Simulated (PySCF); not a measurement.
C₃H₈OSi₂, SMILES O[SiH2]C#CC[SiH3]. Coordinates come from a PBE-D3(BJ)/def2-SVP optimisation. This is a generated structure with no PubChem entry under its InChIKey; it may be hypothetical. One conformer was computed; it need not be the lowest.

**Question.** Give the equilibrium geometry at PBE-D3(BJ)/def2-SVP (PySCF confirms it by a frequency run) as bond lengths and angles. (The exact figures need the calculation; the answer reports its results.)

**Answer.** This is not unique; one that fits is 
Atoms: O1 Si2 C3 C4 C5 Si6 H7 H8 H9 H10 H11 H12 H13 H14. Bonded distances (Å): O1–Si2 1.682, O1–H7 0.973, Si2–C3 1.833, Si2–H8 1.497, Si2–H9 1.506, C3–C4 1.234, C4–C5 1.448, C5–Si6 1.918, C5–H10 1.112, C5–H11 1.112, Si6–H12 1.501, Si6–H13 1.505, Si6–H14 1.502. Bond angles (°): Si2–O1–H7 114.2, O1–Si2–C3 111.7, O1–Si2–H8 105.2, O1–Si2–H9 112.0, C3–Si2–H8 110.4, C3–Si2–H9 107.5, H8–Si2–H9 110.1, Si2–C3–C4 179.2, C3–C4–C5 177.6, C4–C5–Si6 111.2, C4–C5–H10 111.1, C4–C5–H11 111.2, Si6–C5–H10 108.1, Si6–C5–H11 108.2, H10–C5–H11 106.8, C5–Si6–H12 109.5, C5–Si6–H13 109.0, C5–Si6–H14 109.4, H12–Si6–H13 109.7, H12–Si6–H14 109.7, H13–Si6–H14 109.6.
Charge 0, spin multiplicity 1.
